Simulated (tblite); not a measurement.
Species: C8H11 (doublet state).
Atom-mapped SMILES: `[CH:1]1[CH2:2][CH:3]=[CH:4][C@@H:5]1[CH:6]1[CH2:7][CH2:8]1` (hydrogens: H9 on C1; H10, H11 on C2; H12 on C3; H13 on C4; H14 on C5; H15 on C6; H16, H17 on C7; H18, H19 on C8)
Bond orders are those of one Lewis drawing.

Computed with GFN2-xTB (tblite), gas phase: L-BFGS steps from a force-field or distance-geometry start until the largest atomic force falls under 0.01 eV/Å.

Geometry at step 4:
```
atom  x, y, z in Å
C1     -0.8501    0.0287   -1.3625
C2     -2.2756    0.2599   -1.0504
C3     -2.3650   -0.0985    0.4007
C4     -1.1986   -0.4786    0.8831
C5     -0.1203   -0.4567   -0.1680
C6      1.0568    0.4335    0.2158
C7      2.4025    0.2386   -0.4165
C8      2.1967   -0.1004    1.0286
H9     -0.4049    0.1635   -2.3246
H10    -2.5806    1.3000   -1.2255
H11    -2.9409   -0.3654   -1.6613
H12    -3.2873   -0.0447    0.9486
H13    -1.0071   -0.7850    1.8966
H14     0.2686   -1.4763   -0.3292
H15     0.7532    1.4551    0.4082
H16     2.9884    1.1108   -0.6586
H17     2.5261   -0.5718   -1.1169
H18     2.6457    0.5383    1.7705
H19     2.1827   -1.1416    1.3070
```

**Question.** Give the atomic forces at this geometry.

**Answer.** 
```
atom  Fx (eV/Å)  Fy (eV/Å)  Fz (eV/Å)
  C1     -0.021     -0.056      0.075
  C2     -0.103      0.049     -0.077
  C3     -0.154      0.067     -0.091
  C4      0.215     -0.124      0.097
  C5      0.148     -0.100      0.082
  C6      0.035      0.033     -0.013
  C7     -0.064     -0.007      0.028
  C8     -0.018     -0.029     -0.060
  H9      0.037      0.039     -0.085
 H10     -0.079      0.033     -0.037
 H11     -0.068      0.030     -0.026
 H12     -0.098      0.044      0.009
 H13      0.091     -0.001     -0.007
 H14      0.091      0.013      0.049
 H15     -0.007      0.026      0.015
 H16      0.014      0.037     -0.026
 H17     -0.012     -0.040     -0.025
 H18      0.011      0.050      0.078
 H19     -0.018     -0.065      0.013
```

The largest, 0.27 eV/Å, acts on C4; the rms over all components is 0.068 eV/Å. The forces sum to zero within rounding, as they must for an isolated molecule in no field.

**Question.** Give the force on C4 in Eh/bohr and in nN.

**Answer.** 0.266 eV/Å ÷ 51.422 = 0.00518 Eh/bohr, and 0.266 eV/Å × 1.602 = 0.43 nN.

**Question.** How far is this geometry from the end of the optimisation?

**Answer.** 0.010 eV above it, and 0.026 Å rms away after alignment. The bonds farthest from their final lengths, with half the difference of the two atoms' forces along the bond (positive lengthens):

```csv
bond,now (Å),final (Å),force along bond (eV/Å)
C3=C4,1.318,1.323,+0.23
C1–C2,1.477,1.481,+0.03
C1–C5,1.482,1.485,+0.05
C1–H9,1.069,1.072,+0.09
C3–H12,1.074,1.077,0.00
C8–H18,1.077,1.079,+0.08
```

The angle farthest from its final value is C5–C6–C8, 121.0° against 120.0°.

What follows is the cost of the whole relaxation. Time: 0.5 s. Hardware: one thread, AMD EPYC (x86_64), no GPU, shared host with 64 logical CPUs at a one-minute load of 60.
